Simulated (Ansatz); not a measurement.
Cu₂Br⁺, relaxed as a singlet with RKS PBE0-D4/def2-TZVP in Ansatz, starting from the GFN2-xTB geometry. Force threshold 0.02 eV/Å.

The relaxation made no stability test and no search for a lower SCF solution. The structure comes from a short search, and lower isomers may exist.

Start:

```
atom    x (Å)    y (Å)    z (Å)
 Cu1   0.4613  -0.3737   2.0001
 Cu2  -0.3176   0.9612  -1.8240
 Br3  -0.1437  -0.5874  -0.1761
```

(1) Estimate the energy that the relaxation releases and the steps that it takes.

(2) Does the start keep its bonding and symmetry?

(3) Predict the relaxed structure.

Answers

(1) 0.07 eV, in 5 steps; 12 s on 4 threads of Arm Neoverse V2 on a shared host. No frequencies were taken in this run, so the end may be a saddle point.

(2) By distances, no bond broke or formed. The bond that changes most is Cu2–Br3, from 2.27 to 2.29 Å (atoms count from 1). Point group C2v at the start, C2v at the end, both within 0.05 Å.

(3) 
```xyz
3

Cu    0.449   -0.162    1.819
Cu   -0.240    1.019   -1.563
Br   -0.209   -0.857   -0.256
```
Bond lengths (bridged metal pairs left out): 2 × Br–Cu 2.29 Å.
